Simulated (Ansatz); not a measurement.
Reaction (formal hydrolysis of a Ga–Cl bond): `[SiH3][O][Ga]([Cl])[Cl]` + H₂O → `[OH][Ga]([Cl])[O][SiH3]` + HCl

Isolated molecules relaxed with PBE0-D4/def2-TZVP in Ansatz; ΔE leaves out vibrations. CBS: MP2 limit from def2 TZ/QZ plus the TZ coupled-cluster correction, frozen cores. This one scheme is used for every species. Functionals use def2-TZVPP. B3LYP here is the variant with VWN-RPA as its local correlation; programs differ in this. For Ga outer-core shells are correlated without core-valence functions, which leaves a few kJ/mol of doubt a bond. Scalar relativity is left out up to krypton. Each species was taken in one conformer, which may not be the lowest.

```
             level  ΔE (kJ/mol)  difference from CCSD(T)/CBS
            PBE-D4         55.0                         -0.9
         r2SCAN-D4         55.2                         -0.7
           PBE0-D4         60.3                          4.4
          B3LYP-D4         55.7                         -0.2
           ωB97X-V         54.2                         -1.7
           ωB97M-V         56.4                          0.5
            B2PLYP         52.3                         -3.6
               PBE         53.6                         -2.3
            r2SCAN         54.9                         -1.0
              PBE0         59.0                          3.1
             B3LYP         53.3                         -2.6
     HF/def2-TZVPP         62.9                          7.0
    MP2/def2-TZVPP         52.8                         -3.1
SCS-MP2/def2-TZVPP         50.5                         -5.4
   CCSD/def2-TZVPP         52.1                         -3.8
CCSD(T)/def2-TZVPP         51.3                         -4.6
     HF/def2-QZVPP         62.1                          6.2
    MP2/def2-QZVPP         55.2                         -0.7
SCS-MP2/def2-QZVPP         52.9                         -3.0
      HF/CBS(def2)         62.0                          6.1
     MP2/CBS(def2)         57.4                          1.5
    CCSD/CBS(def2)         56.7                          0.8
       CCSD(T)/CBS         55.9                            0
```

Largest T1 diagnostic among the species: 0.013.

In def2-TZVPP, CCSD(T) changes the Hartree–Fock value by −11.7 kJ/mol (the triples alone add −0.8 kJ/mol) and MP2 by −10.1 kJ/mol. From PBE to PBE0 (25 % exact exchange), in def2-TZVPP and without D4, ΔE moves by +5.4 kJ/mol.
